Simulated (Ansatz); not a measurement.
Ti2N2. Charge 0, multiplicity 1. Geometry r2SCAN-D4/def2-SVP; atoms count from 1.

```xyz
4

Ti    0.2926    1.0762    0.5731
Ti   -0.2890   -1.0728   -0.5813
N    -1.1152    0.4614   -0.2971
N     1.1115   -0.4648    0.3053
```

The restricted singlet is unstable: a solution with broken spin symmetry lies lower. At PBE0-D4/def2-TZVP a triplet of charge 0 lies 0.45 eV below the restricted singlet, each at its own geometry. The structure comes from a short search, and lower isomers may exist.

Q: Estimate the Mulliken populations from the PBE0/def2-TZVP orbitals of Ansatz.

A: 
```json
{"atom": "Ti1", "charge (e)": "0.72", "d electrons": "2.52"}
{"atom": "Ti2", "charge (e)": "0.72", "d electrons": "2.52"}
{"atom": "N3", "charge (e)": "-0.72", "d electrons": "–"}
{"atom": "N4", "charge (e)": "-0.72", "d electrons": "–"}
```
Mulliken values depend strongly on the basis.

Q: And the Mayer bond orders between heavy atoms (over 0.3)?

A: Ti1–Ti2 1.43 (2.51 Å); Ti1–N3 1.55 (1.77 Å); Ti1–N4 1.55 (1.77 Å); Ti2–N3 1.55 (1.77 Å); Ti2–N4 1.55 (1.77 Å).
